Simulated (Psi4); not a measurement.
Intermolecular potential of CH4 ··· CHN (SMILES C and C#N). Monomers: optimised at B3LYP-D3(BJ) (def2-TZVP), held rigid. Orientation: a random orientation, not optimised. R is the distance of the centres of mass, along which the second monomer moves.

Geometry at R = 4.11 Å (first 5 atoms: monomer A):
```
8

C      0.0000     0.0000     0.0000
H     -0.6076     0.8840    -0.1887
H     -0.4400    -0.8578    -0.5068
H      0.0388    -0.1919     1.0714
H      1.0087     0.1657    -0.3759
C      3.7195     2.2275    -0.8368
N      3.3639     1.2819    -1.3782
H      4.0505     3.1075    -0.3329
```

Computed with SAPT0/jun-cc-pVDZ, frozen core (Psi4).

Components in kJ/mol:

| R / Å | electrostatics | exchange | induction | dispersion | total |
|---|---|---|---|---|---|
| 3.53 | -8.95 | 24.46 | -3.75 | -6.76 | 5.01 |
| 3.73 | -4.98 | 12.50 | -1.98 | -4.55 | 0.98 |
| 3.90 | -3.10 | 7.03 | -1.19 | -3.31 | -0.57 |
| 4.11 | -1.80 | 3.44 | -0.67 | -2.27 | -1.29 |
| 4.35 | -1.03 | 1.51 | -0.37 | -1.51 | -1.40 |
| 4.49 | -0.78 | 0.93 | -0.27 | -1.20 | -1.32 |
| 4.81 | -0.45 | 0.31 | -0.15 | -0.73 | -1.03 |
| 5.07 | -0.32 | 0.12 | -0.10 | -0.51 | -0.80 |
| 5.65 | -0.18 | 0.02 | -0.04 | -0.24 | -0.45 |
| 6.28 | -0.10 | 0.00 | -0.02 | -0.12 | -0.24 |
| 7.30 | -0.05 | 0.00 | -0.01 | -0.04 | -0.10 |
| 8.63 | -0.02 | 0.00 | 0.00 | -0.02 | -0.04 |
